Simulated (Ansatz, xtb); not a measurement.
Two isomers of C3H8OSi

Structure a is `C[C@@]1([SiH3])CO1`, a singlet and structure b is `C[C@@H]1O[C@@H]1[SiH3]`, a singlet. Both are isolated molecules in the gas phase, relaxed with PBE0-D3(BJ)/def2-SVP.

Energies in hartree; the thermal terms are from GFN2-xTB frequencies at re-optimised GFN2-xTB minima (ideal gas, soft modes damped towards free rotors, one conformer each, 298.15 K, 1 atm) and include the zero-point energy:

|  | a | b |
| --- | --- | --- |
| E, CCSD(T)/def2-SVP | −482.548835 | −482.547663 |
| E, MP2/def2-SVP | −482.468233 | −482.466697 |
| E, MP2/def2-TZVPP | −482.960717 | −482.959576 |
| zero-point energy | 0.097831 | 0.098038 |
| H(298 K) − E | 0.105854 | 0.105959 |
| G(298 K) − E | 0.067341 | 0.067476 |

Question: Correct the CCSD(T) difference for the basis set by the MP2 change, then work out ΔE, ΔE₀, ΔH and ΔG for a → b in kJ/mol (1 Eh = 2625.50 kJ/mol) and the equilibrium ratio [b]/[a].

Answer: 1. Differences b − a: CCSD(T) +0.001172, MP2 in the small set +0.001536, MP2 in the large set +0.001141 Eh.
2. ΔE = +0.001172 + (+0.001141 − (+0.001536)) = +0.000777 Eh = +2.04 kJ/mol.
3. ΔE₀ = ΔE + ΔZPE = +0.000777 + (+0.000207) Eh = +2.58 kJ/mol.
4. ΔH = ΔE + (+0.000105) Eh = +2.32 kJ/mol.
5. ΔG = ΔE + (+0.000135) Eh = +2.39 kJ/mol, so ΔS = (ΔH − ΔG)/T = −0.3 J/(mol K).
6. kT = 0.9442 mEh, so K = [b]/[a] = exp(−ΔG/kT) = exp(−0.97) ≈ 0.38.

The two are too close for this level to say which is favoured. An error of 4 kJ/mol in ΔG would change K by a factor of 5. Mirror images and further conformers aren't counted.

As drawn, both hold the same kinds of bond in the same numbers.

Other levels gave ΔE = +0.9 (GFN2-xTB); −3.7 (HF/STO-3G, GFN2-xTB geometries); +3.4 (r2SCAN-D4/def2-SVP, GFN2-xTB geometries); +0.4 (PBE0-D3(BJ)/def2-SVP); −0.2 (HF/def2-SVP); +4.0 (MP2/def2-SVP); +3.1 (CCSD(T)/def2-SVP) kJ/mol. The correlated steps freeze 9 core orbitals. Programs: Ansatz 0.2.0, xtb 6.7.1.
